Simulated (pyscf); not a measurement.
## H₂N–Cr(=O)(=O)–Cl, singlet

Gas-phase minimum from PySCF at ωB97X-D3(BJ)/def2-SVP, one conformer. 

```
Cr
O 1 1.5268
O 1 1.5269 2 111.98
N 1 1.7535 2 108.55 3 -119.92
H 4 1.0179 1 122.66 2 -22.83
H 4 1.0179 5 113.69 1 -168.94
Cl 1 2.1514 2 108.83 3 120.33
```
Charge 0, spin multiplicity 1.

Properties at ωB97X-D3(BJ)/def2-SVP:

```yaml
harmonic_wavenumbers_unscaled: 194, 221, 289, 292, 391, 440, 464, 555, 705, 817, 1191, 1200, 1492, 3580, 3701 cm⁻¹
zero_point_energy: 22.2 kcal/mol
rotational_symmetry_number: 1
Entropy of this conformer at 298 K and 1 atm, rigid rotor and harmonic oscillator, modes under 100 cm⁻¹ raised to 100: 328.1 J/(mol K)
dipole_moment: 4.09 D
```

Single-point totals, which compare only within one level:

| level | total energy (hartree) |
|---|---|
| ωB97X-D3(BJ)/def2-TZVP | -1711.23705 |
| PBE/def2-TZVP | -1710.70171 |
| r²SCAN/def2-TZVP | -1711.15286 |
| B3LYP-D3(BJ)/def2-TZVP | -1711.30762 |
| PBE0-D3(BJ)/def2-TZVP | -1710.65920 |
| M06-2X/def2-TZVP | -1711.01402 |
| ωB97M-D3(BJ)/def2-TZVP | -1711.34754 |

Soft torsions are taken as harmonic, which can shift the entropy by several J/(mol K).
